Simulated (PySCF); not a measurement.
PySCF input for 1,2-difluorocyclobutene (C₄H₄F₂), SMILES FC1=C(F)CC1, PBE0/pcSseg-1. Coordinates come from a B3LYP-D3(BJ)/def2-SVP optimisation.

```python
import numpy as np
from pyscf import gto, scf, dft
from pyscf.prop.nmr import rks as nmr

mol = gto.M(
    atom='''
    F    -1.60803806   -0.00000000   -1.12950895
    C    -0.66936535    0.00000000   -0.19557385
    C     0.66936535    0.00000000   -0.19557387
    F     1.60803804   -0.00000000   -1.12950899
    C     0.78824036    0.00000000    1.30611578
    C    -0.78824033    0.00000000    1.30611580
    H     1.24152084   -0.90022661    1.75116456
    H     1.24152084    0.90022660    1.75116456
    H    -1.24152079    0.90022661    1.75116458
    H    -1.24152080   -0.90022661    1.75116458
    ''',
    basis='pcSseg-1',
    charge=0,
    spin=0,
    max_memory=1600,
    verbose=3,
)
mf = dft.RKS(mol, xc='pbe0')
mf.grids.level = 3
mf.conv_tol = 1e-10
mf.max_cycle = 100
mf.kernel()
n = nmr.NMR(mf)
n.verbose = 2
n.max_cycle_cphf = 60
sigma = n.kernel()
print('atom   isotropic/ppm   span/ppm')
for i, s in enumerate(sigma):
    w = np.linalg.eigvalsh((s + s.T) / 2)
    print(f'{mol.atom_symbol(i):2s}{i + 1:3d} {w.mean():14.3f} {w[2] - w[0]:11.3f}')
```

It prints:

```
converged SCF energy = -354.042056254822
atom   isotropic/ppm   span/ppm
F   1        290.571     175.113
C   2         52.614     121.071
C   3         52.614     121.071
F   4        290.571     175.113
C   5        157.925      11.818
C   6        157.925      11.818
H   7         28.906       9.463
H   8         28.906       9.463
H   9         28.906       9.463
H  10         28.906       9.463
```

Self-consistency was reached.

Cost: roughly 20 core-seconds.
